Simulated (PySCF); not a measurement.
A PySCF script (with the pyscf-properties extension) for the NMR shieldings of `C(=C\B)/O[SiH3]`, C2H7BOSi, on a GFN2-xTB geometry:

```python
import basis_set_exchange as bse
import numpy as np
from pyscf import gto, dft
from pyscf.prop import nmr

atoms = """
B     2.692006    0.186543    0.415042
C     1.427004   -0.174542   -0.359171
C     0.193000    0.054344    0.115306
O    -0.914163   -0.261137   -0.560018
Si   -2.509283   -0.106570   -0.248416
H     2.601879    0.686505    1.469570
H     3.745727   -0.033783   -0.041135
H     1.471221   -0.638768   -1.338010
H     0.043116    0.515756    1.086653
H    -3.043837   -0.684399   -1.468934
H    -2.856824   -0.849592    0.963994
H    -2.848647    1.304957   -0.060909
"""
names = dict.fromkeys(["B", "C", "O", "Si", "H"], "pcSseg-1")
basis = {el: gto.basis.parse(bse.get_basis(n, elements=[el], fmt="nwchem")) for el, n in names.items()}
mol = gto.M(atom=atoms, basis=basis, charge=0, verbose=0)
mf = dft.RKS(mol, xc="PBE0")
mf.grids.level = 2
mf.grids.alignment = dft.numint.BLKSIZE   # the property module wants whole blocks of grid points
mf.conv_tol = 1e-9
mf.kernel()

calc = nmr.RKS(mf)   # GIAO
C = mf.mo_coeff
Co = C[:, mf.mo_occ > 0]
resp = mf.gen_response(singlet=True, hermi=2)
def vind(x):   # induced exchange potential for any number of trial vectors
    d = np.einsum("pi,xij,qj->xpq", C, 2 * x.reshape(-1, C.shape[1], Co.shape[1]), Co, optimize=True)
    return np.einsum("xpq,pi,qj->xij", resp(d - d.transpose(0, 2, 1)), C, Co, optimize=True).ravel()
mo1, _ = nmr.rhf.solve_mo1(calc, with_cphf=vind)
sigma = calc.kernel(mo1)
for i, s in enumerate(sigma):   # ppm
    print("%2d %-2s %9.2f" % (i, mol.atom_pure_symbol(i), np.trace(s) / 3))
```

**Question.** Give the expected output.

**Answer.** 
```
 0 B      33.02
 1 C      58.66
 2 C       7.93
 3 O     195.40
 4 Si    384.69
 5 H      25.06
 6 H      24.82
 7 H      24.93
 8 H      24.42
 9 H      26.68
10 H      26.62
11 H      26.63
```

These numbers come from an equivalent density-fitted implementation of the same equations, which agrees with the script to about 0.01 ppm for H and up to a few tenths of a ppm for heavy atoms, so last digits may differ.

Size and cost of the density-fitted run: 127 basis functions, 20 s wall time on 1 thread of an Arm Neoverse N1, shared host; peak memory 0.59 GiB.
